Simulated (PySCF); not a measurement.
C6H6FP.
InChI=1S/C6H6FP/c1-5-4-8-3-2-6(5)7/h2-4H,1H3

Computed with TDDFT PBE0/def2-SVPD, vertical, gas phase, core orbitals frozen in the response in PySCF 2.14.0, density-fitted response routines. Isolated species at its GFN2-xTB geometry, gas phase.

Each state is given a Gaussian of 0.5 eV full width at half maximum, with ε(max) = 2.175×10⁸ f / Δν̃ (Δν̃ the width in cm⁻¹). The cross-section is σ = 3.8235×10⁻²¹ ε cm², given in Mb (10⁻¹⁸ cm²). The width is an assumption, not a result. The curve ends short of the highest state used, and states not computed would add to its high-energy end.

```csv
λ (nm),σ (Mb)
205.2,62.97
209.6,47.93
214.0,27.32
218.4,12.77
222.8,7.79
227.3,10.51
231.7,17.32
236.1,24.16
240.5,27.49
244.9,26.08
249.3,21.28
253.7,15.48
258.1,10.41
262.6,6.62
267.0,4.13
271.4,2.51
275.8,1.46
280.2,0.81
284.6,0.42
289.0,0.21
293.4,0.09
297.9,0.04
302.3,0.02
306.7,0.01
```

**Question.** Where are the band maxima, and which computed states make them?

**Answer.** 241 nm (5.14 eV), ε about 7200, made up of S2 (13%) and S3 (84%) (ε in L mol⁻¹ cm⁻¹; maxima over ε = 5, shares over 10%). At its high-energy end, 6.04 eV, the curve is still rising (ε about 16000, from S5). The states used: S1 4.79 eV (f 0.016); S2 5.13 eV (f 0.017); S3 5.15 eV (f 0.113); S4 5.43 eV (f 0.0001); S5 6.06 eV (f 0.293); S6 6.46 eV (f 0.0000); S7 6.61 eV (f 0.478); S8 6.64 eV (f 0.0094).

**Question.** On this curve, what absorbance would a 10⁻⁵ mol/L sample give at 254 nm over a 1 cm path?

**Answer.** 254 nm is 4.881 eV, where ε is about 3900 L mol⁻¹ cm⁻¹, so A = ε c l ≈ 0.039 (Beer–Lambert, with the gas-phase spectrum and the assumed width).

**Question.** What would ε be at 5.14 eV, the highest of these maxima, with half the width (0.25 eV)?

**Answer.** About 13900 L mol⁻¹ cm⁻¹ against 7210, a factor of about 1.9; a lone state at its own centre would give exactly 2.

**Question.** Coming from long wavelengths, where does ε first pass 100 L mol⁻¹ cm⁻¹?

**Answer.** At about 285 nm (4.35 eV), 0.44 eV below S1.

The run took about 80 s of CPU time (one thread, shared machine).
